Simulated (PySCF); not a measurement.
PySCF input file for CH7BN2O, SMILES N(C)B(O)N, TDA-PBE/def2-SVPD. Coordinates come from a PBE0-D3(BJ)/def2-SVP optimisation. The structure was generated by enumeration, and PubChem lists no compound with its InChIKey, so it may never have been made. One conformer was computed; it need not be the lowest.

```python
import numpy as np
from pyscf import gto, scf, dft, tdscf

mol = gto.M(
    atom='''
    C     1.92430683   -0.01485334    0.47238123
    N     0.78051966   -0.54302983   -0.21622505
    B    -0.54448865   -0.01233691   -0.15132628
    N    -0.84567467    1.15026533    0.60367024
    O    -1.59776923   -0.63049972   -0.79881546
    H     2.64729429   -0.80806705    0.72503982
    H     1.61062604    0.43597567    1.42697641
    H     2.47608495    0.76188999   -0.09433996
    H     0.99647903   -1.23775177   -0.91851981
    H    -1.79499461    1.48872403    0.65992042
    H    -0.15268534    1.80484344    0.93080038
    H    -1.36796322   -1.50146062   -1.12912589
    ''',
    basis='def2-SVPD',
    charge=0,
    spin=0,
    max_memory=1600,
    verbose=4,
)
mf = dft.RKS(mol, xc='pbe').density_fit(auxbasis='def2-universal-jkfit')
mf.grids.level = 3
mf.conv_tol = 1e-9
mf.max_cycle = 100
mf.kernel()
mf.grids = dft.Grids(mol).set(level=1).build(with_non0tab=True)  # coarser grid for the response kernel
td = tdscf.TDA(mf)
td.singlet = True
td.nstates = 10
td.conv_tol = 1e-4
td.positive_eig_threshold = 1e-6
td.kernel(x0=td.get_init_guess(mf, 15))
td.analyze()
tt = tdscf.TDA(mf)
tt.singlet = False
tt.nstates = 4
tt.conv_tol = 1e-4
tt.positive_eig_threshold = 1e-6
tt.kernel(x0=tt.get_init_guess(mf, 9))
tt.analyze(verbose=3)
```

It prints:

```
PySCF version 2.14.0

[INPUT] verbose = 4
[INPUT] num. atoms = 12
[INPUT] num. electrons = 40
[INPUT] charge = 0
[INPUT] spin (= nelec alpha-beta = 2S) = 0
[INPUT] symmetry False subgroup None
[INPUT] Mole.unit = angstrom
[INPUT] Symbol           X                Y                Z      unit          X                Y                Z       unit  Magmom
[INPUT]  1 C      1.924306830000  -0.014853340000   0.472381230000 AA    3.636412888330  -0.028068744635   0.892671151085 Bohr   0.0
[INPUT]  2 N      0.780519660000  -0.543029830000  -0.216225050000 AA    1.474968392239  -1.026177656169  -0.408606125770 Bohr   0.0
[INPUT]  3 B     -0.544488650000  -0.012336910000  -0.151326280000 AA   -1.028934426434  -0.023313381123  -0.285965224649 Bohr   0.0
[INPUT]  4 N     -0.845674670000   1.150265330000   0.603670240000 AA   -1.598093516782   2.173686444282   1.140771423150 Bohr   0.0
[INPUT]  5 O     -1.597769230000  -0.630499720000  -0.798815460000 AA   -3.019346254957  -1.191471792415  -1.509542443468 Bohr   0.0
[INPUT]  6 H      2.647294290000  -0.808067050000   0.725039820000 AA    5.002661179225  -1.527025414785   1.370126689204 Bohr   0.0
[INPUT]  7 H      1.610626040000   0.435975670000   1.426976410000 AA    3.043642104693   0.823874613274   2.696594601115 Bohr   0.0
[INPUT]  8 H      2.476084950000   0.761889990000  -0.094339960000 AA    4.679122416657   1.439763418148  -0.178276687002 Bohr   0.0
[INPUT]  9 H      0.996479030000  -1.237751770000  -0.918519810000 AA    1.883072455572  -2.339011855496  -1.735750880888 Bohr   0.0
[INPUT] 10 H     -1.794994610000   1.488724030000   0.659920420000 AA   -3.392048207970   2.813280691759   1.247068857808 Bohr   0.0
[INPUT] 11 H     -0.152685340000   1.804843440000   0.930800380000 AA   -0.288533475836   3.410659799318   1.758957794841 Bohr   0.0
[INPUT] 12 H     -1.367963220000  -1.501460620000  -1.129125890000 AA   -2.585075834278  -2.837349358620  -2.133738692256 Bohr   0.0

nuclear repulsion = 174.155306622085
number of shells = 69
number of NR pGTOs = 223
number of NR cGTOs = 159
basis = def2-SVPD
ecp = {}


[settings echo left out]
init E= -251.837943318842
  HOMO = -0.287576688210105  LUMO = -0.0425230833586894  gap/eV = 6.66825
cycle= 1 E= -251.388708588636  delta_E= 0.449  |g|= 0.881  |ddm|= 4.75
  HOMO = -0.0651951950108796  LUMO = 0.00636716925402325  gap/eV = 1.94731
cycle= 2 E= -250.875207514084  delta_E= 0.514  |g|= 1.78  |ddm|= 2.54
  HOMO = -0.18372950403357  LUMO = -0.0185085405077281  gap/eV = 4.49589
cycle= 3 E= -251.549402304187  delta_E= -0.674  |g|= 0.177  |ddm|=  1.8
  HOMO = -0.20362128440713  LUMO = -0.019254193792591  gap/eV = 5.01688
cycle= 4 E= -251.553953201419  delta_E= -0.00455  |g|= 0.105  |ddm|= 0.229
  HOMO = -0.192407367227363  LUMO = -0.0179250546901746  gap/eV = 4.74791
cycle= 5 E= -251.55624481452  delta_E= -0.00229  |g|= 0.0182  |ddm|= 0.11
  HOMO = -0.193144183949207  LUMO = -0.0180511287568366  gap/eV = 4.76452
cycle= 6 E= -251.556311698585  delta_E= -6.69e-05  |g|= 0.00653  |ddm|= 0.0243
  HOMO = -0.193037598348925  LUMO = -0.0181327163328118  gap/eV = 4.75940
cycle= 7 E= -251.556320998234  delta_E= -9.3e-06  |g|= 0.00127  |ddm|= 0.00733
  HOMO = -0.193123786530712  LUMO = -0.0181801119573639  gap/eV = 4.76046
cycle= 8 E= -251.556321233854  delta_E= -2.36e-07  |g|= 0.000772  |ddm|= 0.00202
  HOMO = -0.193110228250357  LUMO = -0.0181827025235295  gap/eV = 4.76002
cycle= 9 E= -251.556321364892  delta_E= -1.31e-07  |g|= 0.00013  |ddm|= 0.000907
  HOMO = -0.193112033093924  LUMO = -0.0181825506658342  gap/eV = 4.76007
cycle= 10 E= -251.556321368662  delta_E= -3.77e-09  |g|= 4.06e-05  |ddm|= 0.000196
  HOMO = -0.193114742055736  LUMO = -0.0181828995806463  gap/eV = 4.76014
cycle= 11 E= -251.556321369063  delta_E= -4.01e-10  |g|= 8.76e-06  |ddm|= 6.63e-05
  HOMO = -0.193112980344936  LUMO = -0.0181828373155337  gap/eV = 4.76009
Extra cycle  E= -251.556321369058  delta_E= 5.06e-12  |g|= 1.06e-05  |ddm|= 3.43e-05
converged SCF energy = -251.556321369058
tot grids = 43088
Overwritten attributes  positive_eig_threshold  of <class 'pyscf.tdscf.rks.TDA'>


******** <class 'pyscf.tdscf.rks.TDA'> for <class 'pyscf.df.df_jk.DFRKS'> ********
nstates = 10 singlet
deg_eia_thresh = 1.000e-03
wfnsym = None
conv_tol = 0.0001
eigh lindep = 1e-12
eigh level_shift = 0
eigh max_cycle = 100


Excitation energies (eV)
[4.78555585 5.60063062 5.66330211 6.06264775 6.47420429 6.72549232
 6.93205501 7.09841836 7.2937504  7.52332629]

** Singlet excitation energies and oscillator strengths **
Excited State   1:      4.78556 eV    259.08 nm  f=0.0020
      20 -> 21       -0.70667
Excited State   2:      5.60063 eV    221.38 nm  f=0.0122
      19 -> 21        0.24157
      20 -> 22        0.66403
Excited State   3:      5.66330 eV    218.93 nm  f=0.0072
      19 -> 21        0.66334
      20 -> 22       -0.24021
Excited State   4:      6.06265 eV    204.51 nm  f=0.0050
      20 -> 23       -0.70505
Excited State   5:      6.47420 eV    191.50 nm  f=0.0056
      19 -> 22        0.70365
Excited State   6:      6.72549 eV    184.35 nm  f=0.0048
      20 -> 24        0.69253
      20 -> 25       -0.12099
Excited State   7:      6.93206 eV    178.86 nm  f=0.0082
      19 -> 23        0.70264
Excited State   8:      7.09842 eV    174.66 nm  f=0.0353
      20 -> 25       -0.57433
      20 -> 26       -0.30414
      20 -> 27        0.23682
Excited State   9:      7.29375 eV    169.99 nm  f=0.0106
      20 -> 26        0.53219
      20 -> 27        0.45209
Excited State  10:      7.52333 eV    164.80 nm  f=0.0265
      18 -> 21       -0.25190
      20 -> 25        0.18167
      20 -> 26       -0.20493
      20 -> 27        0.31872
      20 -> 28        0.49936

** Transition electric dipole moments (AU) **
state          X           Y           Z        Dip. S.      Osc.
  1        -0.0521     -0.0536     -0.1054      0.0167      0.0020
  2        -0.0959     -0.2318      0.1617      0.0891      0.0122
  3        -0.0059      0.1726     -0.1478      0.0517      0.0072
  4         0.0583      0.0095     -0.1742      0.0338      0.0050
  5         0.0156      0.1000     -0.1573      0.0350      0.0056
  6         0.0930     -0.0457     -0.1349      0.0289      0.0048
  7         0.0160      0.1154     -0.1864      0.0483      0.0082
  8        -0.4387     -0.0367     -0.0947      0.2028      0.0353
  9        -0.1426     -0.1263     -0.1516      0.0593      0.0106
 10         0.3186      0.1940      0.0690      0.1439      0.0265

** Transition velocity dipole moments (imaginary part, AU) **
state          X           Y           Z        Dip. S.      Osc.
  1        -0.0041     -0.0041     -0.0219      0.0005      0.0019
  2        -0.0192     -0.0437      0.0394      0.0038      0.0124
  3        -0.0025      0.0360     -0.0329      0.0024      0.0076
  4         0.0120      0.0132     -0.0422      0.0021      0.0063
  5         0.0014      0.0187     -0.0362      0.0017      0.0047
  6         0.0176      0.0130     -0.0364      0.0018      0.0049
  7        -0.0012      0.0245     -0.0402      0.0022      0.0058
  8        -0.0759     -0.0074     -0.0292      0.0067      0.0170
  9        -0.0300     -0.0213     -0.0325      0.0024      0.0060
 10         0.0531      0.0529      0.0109      0.0057      0.0138

** Transition magnetic dipole moments (imaginary part, AU) **
state          X           Y           Z
  1         0.4047      0.0647      0.0657
  2        -0.1405      0.1665      0.2101
  3         0.3894     -0.0733     -0.0748
  4         0.0081      0.1915      0.2252
  5         0.0362      0.3526      0.2007
  6        -0.1807     -0.1068     -0.1064
  7         0.4544     -0.0947     -0.0487
  8        -0.3997      0.0442      0.1120
  9        -0.0099     -0.0282      0.1071
 10        -0.2726     -0.1783     -0.1440


******** <class 'pyscf.tdscf.rks.TDA'> for <class 'pyscf.df.df_jk.DFRKS'> ********
nstates = 4 triplet
deg_eia_thresh = 1.000e-03
wfnsym = None
conv_tol = 0.0001
eigh lindep = 1e-12
eigh level_shift = 0
eigh max_cycle = 100


Excitation energies (eV)
[4.67167863 5.4966934  5.55137953 5.95508384]

** Triplet excitation energies and oscillator strengths **
Excited State   1:      4.67168 eV    265.40 nm  f=0.0000
Excited State   2:      5.49669 eV    225.56 nm  f=0.0000
Excited State   3:      5.55138 eV    223.34 nm  f=0.0000
Excited State   4:      5.95508 eV    208.20 nm  f=0.0000
```

Self-consistency was reached.

Cost: around 60 core-seconds (rough).
